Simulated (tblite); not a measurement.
C6H9N2 (doublet state).
Structure used (GFN2-xTB), in Å, numbered top down from 1:
```
atom  x, y, z in Å
H1    -2.951   -0.235    0.408
N2    -2.682   -0.729   -0.442
C3    -1.457   -0.678   -0.699
C4    -0.383    0.023    0.082
N5    -0.958    0.841    1.109
C6     0.702   -0.985    0.555
C7     1.701   -0.378   -0.436
C8     1.877    1.052   -0.198
C9     0.680    0.660   -0.899
H10   -1.111   -1.202   -1.586
H11   -1.528    1.582    0.716
H12   -0.249    1.250    1.703
H13    0.439   -2.021    0.351
H14    0.970   -0.884    1.606
H15    2.388   -0.973   -1.016
H16    2.156    1.681    0.617
H17    0.400    1.006   -1.882
```

Computed values, GFN2-xTB/tblite, gas phase, harmonic and unscaled. Errors from tens to a few hundred cm⁻¹ against measured bands are possible. One conformer, not necessarily the lowest. Open shells enter through the occupations alone, without spin polarisation, and single modes of such species can be off by tens of per cent.

Harmonic wavenumbers (cm⁻¹): 83.1, 137.4, 248.1, 257.8, 280.3, 334.1, 385.5, 404.4, 459.2, 609.5, 690.1, 758.3, 805.3, 855.8, 864.2, 881.7, 931.8, 948.6, 963.9, 971.0, 984.2, 1026.0, 1048.8, 1085.5, 1095.3, 1107.4, 1152.3, 1157.3, 1212.1, 1246.5, 1270.0, 1342.4, 1411.3, 1470.0, 1540.2, 1728.6, 2986.4, 3003.9, 3009.1, 3061.9, 3076.7, 3162.3, 3313.5, 3397.8, 3438.8.

A = 4327, B = 1654, C = 1523 MHz; mass 109.077 u (most abundant isotopes); point group C1, symmetry number 1; spin multiplicity 2.

Problem. Zero-point energy?

Solution. Half the sum of the wavenumbers: 30099 cm⁻¹ = 86.06 kcal/mol.

Problem. Give the ideal-gas entropy at 298.15 K and 1 bar in the rigid-rotor, harmonic-oscillator model (classical rotation).

Solution. Translation 40.00, rotation 27.78, vibration 18.43, spin (R ln 2) 1.38: S = 87.6 cal/(mol K).

Problem. And Cp and H(298.15 K) − H(0)?

Solution. Cp = 32.89 cal/(mol K), of which vibrations give 24.94 (their classical limit is 45 R = 89.4); H(298.15 K) − H(0) = 5.63 kcal/mol without the zero-point energy, 3.26 from vibrations.

Problem. Which modes carry the vibrational entropy at 298.15 K?

Solution. 83.1 cm⁻¹: 3.82; 137.4 cm⁻¹: 2.84; 248.1 cm⁻¹: 1.74; 257.8 cm⁻¹: 1.68; 280.3 cm⁻¹: 1.53; 334.1 cm⁻¹: 1.24 cal/(mol K); the other 39 give 5.58 together.

Problem. Blend soft modes into free rotors: weight 1/[1 + (100 cm⁻¹/ν̃)⁴] for the oscillator and the rest for a rotor with moment μB/(μ + B), μ = h/(8π²ν), B = 10⁻⁴⁴ kg m². What vibrational entropy results?

Solution. 17.87 cal/(mol K) in place of 18.43, which changes −T·S at 298.15 K by +0.17 kcal/mol.

Problem. What must be added to the electronic energy to get the Gibbs energy at 298.15 K and 1 bar?

Solution. ZPE + [H(298.15 K) − H(0)] − T·S = 86.06 + 5.63 − 26.12 = 65.57 kcal/mol.

Problem. How do the functions run with temperature in this model?

Solution. 
```json
{"T (K)": "100", "S (cal/(mol K))": "64.0", "Cp (cal/(mol K))": "14.2", "H − H(0) (kcal/mol)": "1.03", "G − H(0) (kcal/mol)": "-5.37", "ln q(vib)": "0.60"}
{"T (K)": "200", "S (cal/(mol K))": "76.6", "Cp (cal/(mol K))": "23.1", "H − H(0) (kcal/mol)": "2.89", "G − H(0) (kcal/mol)": "-12.42", "ln q(vib)": "2.05"}
{"T (K)": "300", "S (cal/(mol K))": "87.8", "Cp (cal/(mol K))": "33.1", "H − H(0) (kcal/mol)": "5.69", "G − H(0) (kcal/mol)": "-20.65", "ln q(vib)": "3.81"}
{"T (K)": "500", "S (cal/(mol K))": "109.1", "Cp (cal/(mol K))": "50.9", "H − H(0) (kcal/mol)": "14.20", "G − H(0) (kcal/mol)": "-40.37", "ln q(vib)": "7.76"}
{"T (K)": "800", "S (cal/(mol K))": "136.9", "Cp (cal/(mol K))": "66.8", "H − H(0) (kcal/mol)": "32.10", "G − H(0) (kcal/mol)": "-77.41", "ln q(vib)": "13.94"}
{"T (K)": "1000", "S (cal/(mol K))": "152.5", "Cp (cal/(mol K))": "73.4", "H − H(0) (kcal/mol)": "46.15", "G − H(0) (kcal/mol)": "-106.39", "ln q(vib)": "17.89"}
```

q(vib) and H(0) count from the zero-point level.

Hindered rotation and anharmonicity are outside this model. Other conformers, if any are populated, would add a mixing term that is left out. The structure is chiral; the term R ln 2 for an equal mix with its mirror image is left out.
